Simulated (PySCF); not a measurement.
Structure with atom numbers: `[CH:1]#[C:2]/[C:3]([F:4])=[C:5](\[F:6])[CH2:7][F:8]`. Each H is labelled by its parent atom.

Geometry: PBE0-D3(BJ)/def2-SVP; GIAO absolute shieldings from PySCF 2.14.0 with density-fitted response routines, gas phase, non-relativistic, averaged over equivalent atoms.

At HF/pcSseg-1 (151 basis functions, 5.2 s wall time on 1 thread of an Arm Neoverse V2, shared host):
```tsv
atoms	σ (ppm)
C5	28.6
C3	50.5
C1	84.0
C7	123.6
C2	129.8
F6	374.3
F4	382.1
F8	447.1
H(C7)	26.70
H(C1)	27.10
```

Predict the values at BLYP/pcSseg-1 on the same geometry.

Results:


```tsv
atoms	σ at BLYP/pcSseg-1	change
C5	7.5	-21.1
C3	33.4	-17.1
C1	78.0	-6.0
C7	97.0	-26.6
C2	101.2	-28.6
F6	300.8	-73.5
F4	308.7	-73.4
F8	402.4	-44.7
H(C7)	26.11	-0.59
H(C1)	27.60	+0.50
```

The largest change is at F6 (vinylic fluorine). Cost: 151 basis functions, 16 s wall time on 1 thread of an Arm Neoverse V2, shared host. The order of the carbon signals is the same at both levels.
